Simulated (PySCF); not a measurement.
C₄H₁₀O₂S.
Cartesian coordinates in Å at the GFN2-xTB level; atoms count from 1:
```
atom  x, y, z in Å
C1    -1.6287    1.0338    0.0755
C2    -1.7851   -0.3423   -0.5305
S3    -0.2206   -0.9134   -1.3609
O4     0.4009    0.2909   -1.9229
C5     0.7451   -1.3538    0.2108
O6     0.9717   -0.3047    1.0800
C7     2.0511    0.5386    0.7162
H8    -2.6014    1.4587    0.3144
H9    -1.1307    1.6829   -0.6441
H10   -1.0286    0.9912    0.9805
H11   -2.5272   -0.3354   -1.3296
H12   -2.0488   -1.1054    0.1976
H13    1.6772   -1.8093   -0.1459
H14    0.1358   -2.0983    0.7237
H15    1.8738    1.0239   -0.2443
H16    2.9844   -0.0334    0.6671
H17    2.1240    1.2881    1.5013
```

Method: wB97X-D/def2-SVPD in PySCF (dipole) on a GFN2-xTB geometry, gas phase.

Take the most abundant isotopes and a rigid rotor. The values belong to one conformer with, in the numbering `[CH3:1][CH2:2][S@@:3](=[O:4])[CH2:5][O:6][CH3:7]`, C1–C2–S3–O4 -34°, C2–S3–C5–O6 -61°, S3–C5–O6–C7 -80°.

Task: What are A, B and C (cm⁻¹)?

Result: Ia = 180.73, Ib = 285.81, Ic = 332.26 u·Å²; 505379 MHz·u·Å²/I gives 2796, 1768 and 1521 MHz, that is A = 0.09327, B = 0.05898, C = 0.05074 cm⁻¹.

Task: Classify the top.

Result: An asymmetric top: κ = (2 × 1768 − 2796 − 1521)/(2796 − 1521) = -0.61.

Task: Is it planar, by Δ = Ic − Ia − Ib?

Result: Not planar: Δ = Ic − Ia − Ib = -134.28 u·Å². For a rigid frame Δ = −2 Σ m c², so Σ m c² = 67.14 u·Å² lies off the ab plane: 13.71 from hydrogen and 53.43 from heavier atoms. The atom farthest from that plane is 2.07 Å away.

Task: Give the other two planar moments, Paa and Pbb, and the rms extents of the mass along the axes.

Result: Paa = Σ m a² = (Ib + Ic − Ia)/2 = 218.67 and Pbb = Σ m b² = (Ia + Ic − Ib)/2 = 113.59 u·Å². With the mass M = 122.04 u, the rms extents √(P/M) along a, b and c are 1.34, 0.96, 0.74 Å.

Task: Where do the levels up to J = 4 lie, in K?

Result: Above 0(0,0), as E/k:
J = 1: 1(0,1) 0.158, 1(1,1) 0.207, 1(1,0) 0.219
J = 2: 2(0,2) 0.472, 2(1,2) 0.511, 2(1,1) 0.547, 2(2,1) 0.695, 2(2,0) 0.697
J = 3: 3(0,3) 0.938, 3(1,3) 0.966, 3(1,2) 1.037, 3(2,2) 1.168, 3(2,1) 1.177, 3(3,1) 1.446, 3(3,0) 1.446
J = 4: 4(0,4) 1.553, 4(1,4) 1.570, 4(1,3) 1.687, 4(2,3) 1.798, 4(2,2) 1.824, 4(3,2) 2.080, 4(3,1) 2.082, 4(4,1) 2.464, 4(4,0) 2.464
The levels of one J sum to (2J + 1)J(J + 1)(A + B + C)/3.

Task: Predict some low-J microwave lines.

Result: The dipole components are |μa| = 0.49 D, |μb| = 1.01 D, |μc| = 2.43 D. The squared components, which scale the intensities, stand as 0.04 : 0.17 : 1.00 (a : b : c). Some lines, for components of 0.1 D or more:

```json
{"type": "c", "branch": "Q", "J(Ka,Kc)": "1(1,1) ← 1(0,1)", "MHz": "1028", "lower level (cm⁻¹)": "0.110"}
{"type": "b", "branch": "Q", "J(Ka,Kc)": "1(1,0) ← 1(0,1)", "MHz": "1275", "lower level (cm⁻¹)": "0.110"}
{"type": "b", "branch": "Q", "J(Ka,Kc)": "2(1,1) ← 2(0,2)", "MHz": "1562", "lower level (cm⁻¹)": "0.328"}
{"type": "c", "branch": "Q", "J(Ka,Kc)": "3(2,2) ← 3(1,2)", "MHz": "2740", "lower level (cm⁻¹)": "0.721"}
{"type": "b", "branch": "Q", "J(Ka,Kc)": "4(2,2) ← 4(1,3)", "MHz": "2844", "lower level (cm⁻¹)": "1.173"}
{"type": "a", "branch": "R", "J(Ka,Kc)": "1(0,1) ← 0(0,0)", "MHz": "3289", "lower level (cm⁻¹)": "0.000"}
{"type": "b", "branch": "Q", "J(Ka,Kc)": "3(2,2) ← 3(1,3)", "MHz": "4220", "lower level (cm⁻¹)": "0.671"}
{"type": "b", "branch": "Q", "J(Ka,Kc)": "4(2,3) ← 4(1,4)", "MHz": "4751", "lower level (cm⁻¹)": "1.091"}
{"type": "b", "branch": "Q", "J(Ka,Kc)": "4(4,1) ← 4(3,2)", "MHz": "8001", "lower level (cm⁻¹)": "1.446"}
{"type": "a", "branch": "R", "J(Ka,Kc)": "3(0,3) ← 2(0,2)", "MHz": "9716", "lower level (cm⁻¹)": "0.328"}
{"type": "b", "branch": "R", "J(Ka,Kc)": "2(2,1) ← 1(1,0)", "MHz": "9910", "lower level (cm⁻¹)": "0.152"}
{"type": "b", "branch": "R", "J(Ka,Kc)": "3(1,3) ← 2(0,2)", "MHz": "10294", "lower level (cm⁻¹)": "0.328"}
{"type": "c", "branch": "R", "J(Ka,Kc)": "3(1,2) ← 2(0,2)", "MHz": "11774", "lower level (cm⁻¹)": "0.328"}
{"type": "a", "branch": "R", "J(Ka,Kc)": "4(3,1) ← 3(3,0)", "MHz": "13249", "lower level (cm⁻¹)": "1.005"}
{"type": "a", "branch": "R", "J(Ka,Kc)": "4(1,3) ← 3(1,2)", "MHz": "13560", "lower level (cm⁻¹)": "0.721"}
{"type": "b", "branch": "R", "J(Ka,Kc)": "3(2,1) ← 2(1,2)", "MHz": "13885", "lower level (cm⁻¹)": "0.355"}
{"type": "b", "branch": "R", "J(Ka,Kc)": "3(3,1) ← 2(2,0)", "MHz": "15610", "lower level (cm⁻¹)": "0.484"}
{"type": "c", "branch": "R", "J(Ka,Kc)": "4(1,3) ← 3(0,3)", "MHz": "15617", "lower level (cm⁻¹)": "0.652"}
{"type": "b", "branch": "R", "J(Ka,Kc)": "4(3,1) ← 3(2,2)", "MHz": "19034", "lower level (cm⁻¹)": "0.812"}
```

Task: Estimate the classical rotational partition function at 25 K, 100 K and 200 K.

Result: Point group C1, symmetry number σ = 1; q = (√π/σ)·√((kT/h)³/(ABC)), k/h = 20836.6 MHz/K: 7680 at 25 K, 61500 at 100 K, 174000 at 200 K.

No frequency check. Zero-point vibration and centrifugal distortion are left out. A rigid rotor knows nothing of internal rotation, which can split or shift real lines.
